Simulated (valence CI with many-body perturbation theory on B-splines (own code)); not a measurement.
## Ge XX in brief

Computed by valence CI with perturbative core correlation (CI+MBPT): three valence electrons over a frozen Dirac-Fock core [Ne], radial functions for each j: 9 s, 9 p, 8 d, 6 f, 3 g, 1 h, with the one-electron correlation potential Σ1, the two-electron term Σ2, the three-electron term Σ3, Breit, model QED; selected CI, second order for the rest, scaled by the run's own slope (own B-spline code, finite nucleus).

No measured spectrum was set against this ion. As an estimate, levels of excited configurations hold to 0.05 to 0.15 % of their energy, terms of the ground configuration to about 0.5 %.

Names give the largest LS component (configuration and term), which can be under half, so a name can repeat, a term be missing and a line seem to break the LS rules; names also repeat where a configuration has a term twice.

Rates and lifetimes use the calculated energies. Strong lines usually hold to 10 to 20 %, long lifetimes can be off by a factor of two.

(1) What is the ground level?

(2) How well does LS coupling describe the low levels?

(3) What are the static dipole polarisabilities of the lowest levels?

(4) Among levels below 138.59 eV, which E1 lines absorb most strongly from the ground level?

(5) What is the ionisation energy?

(6) Where does the other parity begin?

(7) Name the longest-lived excited levels whose lifetime is computed, and their main decay.

Results:

(1) 3s²3p ²P°_1/2, composition 98 % 3s²3p ²P°, g = 0.664.

(2) Among the lowest 20 levels the leading LS term, summed over configurations, holds 89 % on average. For single configurations the figures are 81 % in LS and 72 % in jj coupling. Terms mix most in the J = 1/2 level at 72.62 eV, where the leading one holds 50 %.

(3) 3s²3p ²P°_1/2 0.127; 3s²3p ²P°_3/2 0.129 (tensor 0.013) bohr³, of which the core gives 0.00208.

(4) to 3s²3d ²D_3/2 at 14.66 nm, f = 0.346; to 3s3p² ²P_1/2 at 18.84 nm, f = 0.232; to 3s3p² ²P_3/2 at 16.74 nm, f = 0.128.

(5) 749.33 eV; NIST lists 744 ± 3 eV (semi-empirical).

(6) At 3s3p² ⁴P_1/2, 41.24 eV.

(7) 3s²3p ²P°_3/2 at 6.77 eV lives 682 μs, mostly by M1 to 3s²3p ²P°_1/2. The lifetime of 3s3p3d ⁴F°_9/2 is too uncertain to give, and may be longer.
